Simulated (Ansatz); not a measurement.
```yaml
crystal:
  periodic: [false, false, false]
  atoms:
    - {symbol: C, position_ang: [-0.029509, 1.060456, -1.126432]}
    - {symbol: C, position_ang: [-0.023874, -0.003033, -0.035253]}
    - {symbol: C, position_ang: [1.397625, -0.170056, 0.504282]}
    - {symbol: C, position_ang: [-0.511624, -1.332849, -0.596946]}
    - {symbol: Ga, position_ang: [-1.126414, 0.565489, 1.529802]}
    - {symbol: H, position_ang: [0.313322, 2.030444, -0.755480]}
    - {symbol: H, position_ang: [0.637624, 0.767937, -1.949433]}
    - {symbol: H, position_ang: [-1.025741, 1.204451, -1.555469]}
    - {symbol: H, position_ang: [1.459239, -0.934287, 1.286170]}
    - {symbol: H, position_ang: [1.801465, 0.763483, 0.909973]}
    - {symbol: H, position_ang: [2.073060, -0.485283, -0.303771]}
    - {symbol: H, position_ang: [-1.521863, -1.258930, -1.010682]}
    - {symbol: H, position_ang: [0.146861, -1.669373, -1.410050]}
    - {symbol: H, position_ang: [-0.522852, -2.119502, 0.162664]}
    - {symbol: H, position_ang: [-1.270553, 2.095371, 1.886599]}
    - {symbol: H, position_ang: [-1.796764, -0.514308, 2.464027]}
basis:
  gaussian: {orbitals: def2-TZVPP, final_grid: {core_spheres: 1, valence_spheres: 1, degree: 5}}
hamiltonian: {xc: {name: r2SCAN}}
accuracy: high
output: {forces: true}
```

```sh
$ ansatz run in.yaml --threads 4 --pin off --events-out ev --progress --plain --max-ram 10444MiB
```

Shortened log:

```
Functional definition: r2SCAN
5858 factors; integrals over basis functions are off by at most 4.8e-8 eV
mean field evaluation 1: about -56685.7388 eV, gradient 8.9e1 eV
mean field evaluation 2: about -56606.5733 eV, gradient 1.8e2 eV
mean field evaluation 4: about -56703.3498 eV, gradient 1.2e1 eV
mean field evaluation 8: about -56643.7302 eV, gradient 2.5e2 eV
mean field evaluation 16: about -56706.3663 eV, gradient 2.0e1 eV
mean field -56726.10147869 eV, -2084.6457790094 hartree, gradient 2.9e-8 eV, S^2 0.000000; 1 other end points of the search recorded, 0 dependent functions left out
reference -56726.10148016 eV, -2084.6457790633 hartree; 33, 33 occupied and 293, 293 virtual orbitals, 5858 factors
Total energy: -56726.10148016 eV, -2084.6457790633 hartree
Atom 0 at    -0.029509     1.060456    -1.126432 Å, force   -23.174368    -8.883050    13.574191 eV/Å
Atom 1 at    -0.023874    -0.003033    -0.035253 Å, force    53.248122     3.740883    63.740553 eV/Å
Atom 2 at     1.397625    -0.170056     0.504282 Å, force    -7.230783     6.460477    22.504093 eV/Å
Atom 3 at    -0.511624    -1.332849    -0.596946 Å, force   -17.081499    21.536492     6.867219 eV/Å
Atom 4 at    -1.126414     0.565489     1.529802 Å, force   -16.291025    -0.274515   -15.386277 eV/Å
Atom 5 at     0.313322     2.030444    -0.755480 Å, force    -2.037124    -6.455198    -1.481432 eV/Å
Atom 6 at     0.637624     0.767937    -1.949433 Å, force    18.188792    35.798926   -26.176291 eV/Å
Atom 7 at    -1.025741     1.204451    -1.555469 Å, force     3.399773    -2.534986    -3.679592 eV/Å
Atom 8 at     1.459239    -0.934287     1.286170 Å, force    -0.680518     5.762553    -5.439489 eV/Å
Atom 9 at     1.801465     0.763483     0.909973 Å, force    -3.214722    -6.767698    -2.664158 eV/Å
Atom 10 at     2.073060    -0.485283    -0.303771 Å, force    -9.053579    -5.688200   -34.020650 eV/Å
Atom 11 at    -1.521863    -1.258930    -1.010682 Å, force     3.775004    -0.643719    -4.102929 eV/Å
Atom 12 at     0.146861    -1.669373    -1.410050 Å, force     1.302890   -47.506602    -7.830024 eV/Å
Atom 13 at    -0.522852    -2.119502     0.162664 Å, force     0.390900     5.546348    -4.155035 eV/Å
Atom 14 at    -1.270553     2.095371     1.886599 Å, force    -1.020719    -1.268489    -0.599581 eV/Å
Atom 15 at    -1.796764    -0.514308     2.464027 Å, force    -0.521145     1.176778    -1.150600 eV/Å
Dipole moment:    -0.424472     0.537453     2.042954 e Å
```

**Question.** Something in this input is off. What?

**Answer.** The integration grid is far too coarse. Self-consistency was reached. The result belongs to that input, not to the molecule as meant.
